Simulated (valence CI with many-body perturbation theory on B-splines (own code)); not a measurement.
Forbidden lines of Zr¹⁶⁺

Computed by configuration interaction combined with many-body perturbation theory (CI+MBPT): six valence electrons over a frozen Dirac-Fock core [Ar], radial functions for each j: 7 s, 7 p, 8 d, 6 f, 4 g, 1 h, with the one-electron correlation potential Σ1, the two-electron term Σ2, the three-electron term Σ3, Breit, model QED; selected CI, second order for the rest, scaled by the run's own slope (own B-spline code, finite nucleus).

No measured levels were compared; by estimate terms of the open shell hold to 2 to 4 % of their energy, and close levels can change places. Core correlation moves these levels by up to 8300 cm⁻¹, and in measured spectra 5 to 20 % of such shifts remained as error; rates that hang on mixing are uncertain with them. Among the levels kept, up to 710 cm⁻¹ of a level comes from second order outside the variational space, and about a tenth of that is noise between levels of different J, which matters for small intervals. Only levels of the ground parity were solved; by the run's estimate the other parity begins above the list, which can be wrong where configurations are misplaced.

Lines 51 to 100 of 120 in falling wavelength, among levels below 335350 cm⁻¹, chosen from the decays that carry over 1 % of a level's rate. Wavelengths and rates use the calculated energies, so an error of 2000 cm⁻¹ moves a line at 2289 Å by 4.6 % and its rate by three times that or more. Electric multipoles are in the length gauge, E1 and E2 with the static RPA response of the core. S is in atomic units (e²a₀⁴ for E2 and M2, e²a₀⁶ for E3), for M1 in squared Bohr magnetons. Weak lines are less certain than strong ones. Lines between different terms over intervals too small for the method are left out, as are lines whose strength nearly cancels.

Names give the largest LS component (configuration and term), which can be under half, so a name can repeat, a term be missing and a line seem to break the LS rules; names also repeat where a configuration has a term twice. Letters in brackets count levels of one name in rising energy.

| λ vac (Å) | Upper | Lower | Type | A (s⁻¹) | S (a.u.) |
| --- | --- | --- | --- | --- | --- |
| 2289 | 3d⁶ ¹G_4 [a] | 3d⁶ ³F_3 [a] | M1 | 1.09e+02 | 4.37e-01 |
| 2242 | 3d⁶ ¹F_3 | 3d⁶ ³G_4 | M1 | 4.79e+01 | 1.40e-01 |
| 2237 | 3d⁶ ³D_3 | 3d⁶ ³P_2 [a] | M1 | 1.12e+02 | 3.25e-01 |
| 2216 | 3d⁶ ³D_1 | 3d⁶ ³P_2 [a] | M1 | 4.57e+01 | 5.52e-02 |
| 2103 | 3d⁶ ³D_3 | 3d⁶ ³F_4 [a] | M1 | 5.11e+01 | 1.23e-01 |
| 2086 | 3d⁶ ³F_4 [a] | 3d⁶ ⁵D_3 | M1 | 3.08e+01 | 9.32e-02 |
| 1969 | 3d⁶ ³P_2 [a] | 3d⁶ ⁵D_3 | M1 | 7.61e+02 | 1.08e+00 |
| 1961 | 3d⁶ ³P_0 [c] | 3d⁶ ³D_1 | M1 | 2.81e+02 | 7.85e-02 |
| 1909 | 3d⁶ ¹D_2 [a] | 3d⁶ ³F_2 [a] | M1 | 2.24e+02 | 2.89e-01 |
| 1903 | 3d⁶ ¹G_4 [a] | 3d⁶ ³H_5 | M1 | 2.28e+02 | 5.25e-01 |
| 1862 | 3d⁶ ³P_1 [b] | 3d⁶ ³D_1 | M1 | 7.31e+01 | 5.24e-02 |
| 1810 | 3d⁶ ¹D_2 [a] | 3d⁶ ³F_3 [a] | M1 | 2.66e+02 | 2.92e-01 |
| 1702 | 3d⁶ ³F_2 [a] | 3d⁶ ⁵D_1 | M1 | 4.02e+01 | 3.67e-02 |
| 1681 | 3d⁶ ¹G_4 [a] | 3d⁶ ³F_4 [a] | M1 | 2.36e+01 | 3.74e-02 |
| 1679 | 3d⁶ ³F_4 [a] | 3d⁶ ⁵D_4 | M1 | 3.35e+02 | 5.29e-01 |
| 1670 | 3d⁶ ³F_3 [a] | 3d⁶ ⁵D_2 | M1 | 5.99e+01 | 7.23e-02 |
| 1643 | 3d⁶ ¹F_3 | 3d⁶ ³F_2 [a] | M1 | 1.70e+01 | 1.95e-02 |
| 1614 | 3d⁶ ³F_4 [b] | 3d⁶ ³D_3 | M1 | 9.75e+01 | 1.37e-01 |
| 1593 | 3d⁶ ³F_2 [a] | 3d⁶ ⁵D_2 | M1 | 1.47e+02 | 1.10e-01 |
| 1569 | 3d⁶ ¹F_3 | 3d⁶ ³F_3 [a] | M1 | 4.96e+00 | 4.97e-03 |
| 1568 | 3d⁶ ³F_3 [a] | 3d⁶ ⁵D_3 | M1 | 2.38e+02 | 2.39e-01 |
| 1553 | 3d⁶ ³H_6 | 3d⁶ ⁵D_4 | E2 | 2.50e-04 | 2.62e-05 |
| 1504 | 3d⁶ ³H_5 | 3d⁶ ⁵D_4 | M1 | 7.48e+00 | 1.04e-02 |
| 1501 | 3d⁶ ³F_2 [a] | 3d⁶ ⁵D_3 | M1 | 5.07e+01 | 3.18e-02 |
| 1471 | 3d⁶ ³P_0 [c] | 3d⁶ ³P_1 [a] | M1 | 1.04e+03 | 1.23e-01 |
| 1466 | 3d⁶ ¹D_2 [a] | 3d⁶ ³P_2 [a] | M1 | 9.13e+01 | 5.33e-02 |
| 1465 | 3d⁶ ³H_4 | 3d⁶ ⁵D_3 | M1 | 4.09e+01 | 4.29e-02 |
| 1448 | 3d⁶ ³P_0 [a] | 3d⁶ ⁵D_1 | M1 | 1.01e+03 | 1.14e-01 |
| 1440 | 3d⁶ ³P_1 [a] | 3d⁶ ⁵D_0 | M1 | 2.73e+02 | 9.09e-02 |
| 1415 | 3d⁶ ³P_1 [b] | 3d⁶ ³P_1 [a] | M1 | 3.22e+01 | 1.01e-02 |
| 1408 | 3d⁶ ³P_1 [a] | 3d⁶ ⁵D_1 | M1 | 2.40e+01 | 7.44e-03 |
| 1376 | 3d⁶ ³P_1 [b] | 3d⁶ ³P_0 [a] | M1 | 4.95e+01 | 1.43e-02 |
| 1342 | 3d⁶ ³F_4 [b] | 3d⁶ ³G_4 | M1 | 4.70e+01 | 3.79e-02 |
| 1332 | 3d⁶ ³P_1 [a] | 3d⁶ ⁵D_2 | M1 | 3.40e+02 | 8.95e-02 |
| 1327 | 3d⁶ ³F_3 [a] | 3d⁶ ⁵D_4 | M1 | 1.01e+02 | 6.14e-02 |
| 1303 | 3d⁶ ¹F_3 | 3d⁶ ³P_2 [a] | M1 | 1.19e+01 | 6.83e-03 |
| 1258 | 3d⁶ ³F_4 [b] | 3d⁶ ³G_5 | M1 | 2.67e+02 | 1.77e-01 |
| 1257 | 3d⁶ ¹F_3 | 3d⁶ ³F_4 [a] | M1 | 8.51e+01 | 4.38e-02 |
| 1252 | 3d⁶ ³H_4 | 3d⁶ ⁵D_4 | M1 | 2.86e+02 | 1.88e-01 |
| 1206 | 3d⁶ ³G_4 | 3d⁶ ⁵D_3 | M1 | 1.57e+01 | 9.16e-03 |
| 1202 | 3d⁶ ³D_2 | 3d⁶ ⁵D_1 | M1 | 2.35e+01 | 7.56e-03 |
| 1201 | 3d⁶ ³G_3 | 3d⁶ ⁵D_2 | M1 | 1.99e+01 | 8.94e-03 |
| 1157 | 3d⁶ ³D_1 | 3d⁶ ⁵D_0 | M1 | 4.47e+01 | 7.71e-03 |
| 1148 | 3d⁶ ³G_3 | 3d⁶ ⁵D_3 | M1 | 7.04e+01 | 2.77e-02 |
| 1146 | 3d⁶ ³D_2 | 3d⁶ ⁵D_2 | M1 | 1.60e+02 | 4.47e-02 |
| 1136 | 3d⁶ ³D_1 | 3d⁶ ⁵D_1 | M1 | 2.30e+02 | 3.75e-02 |
| 1121 | 3d⁶ ³F_4 [b] | 3d⁶ ³H_4 | M1 | 1.12e+02 | 5.27e-02 |
| 1117 | 3d⁶ ³G_5 | 3d⁶ ⁵D_4 | M1 | 8.02e+00 | 4.55e-03 |
| 1091 | 3d⁶ ³D_3 | 3d⁶ ⁵D_2 | M1 | 1.18e+01 | 3.96e-03 |
| 1086 | 3d⁶ ³D_1 | 3d⁶ ⁵D_2 | M1 | 1.73e+02 | 2.46e-02 |
